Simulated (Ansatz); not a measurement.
```yaml
crystal:
  periodic: [false, false, false]
  atoms:
    - {symbol: C, position_ang: [1.316996, -1.734607, 0.806565]}
    - {symbol: C, position_ang: [0.557771, -0.743794, 0.301594]}
    - {symbol: Ge, position_ang: [-0.622634, 0.805747, -0.454619]}
    - {symbol: F, position_ang: [-2.189516, 0.098585, -1.297126]}
    - {symbol: F, position_ang: [0.317206, 1.747647, -1.831042]}
    - {symbol: Cl, position_ang: [-1.302448, 2.366293, 1.173657]}
    - {symbol: H, position_ang: [1.991056, -2.615918, 1.249787]}
basis:
  gaussian: {orbitals: pcseg-2}
total_charge: 1
magnetization: {spin_polarized: true, initial_magnetization: 1}
hamiltonian: {xc: {name: wB97M-V}, dispersion: rvv10}
accuracy: high
```

```sh
$ ansatz run in.yaml --threads 4 --pin off --events-out ev --progress --plain --max-ram 10444MiB
```

Q: How does Ansatz answer? (Estimate.)

A: Ansatz gave: The input was rejected before any iteration.
```
Error: invalid value for `hamiltonian.dispersion`: this functional's text states its nonlocal part
```
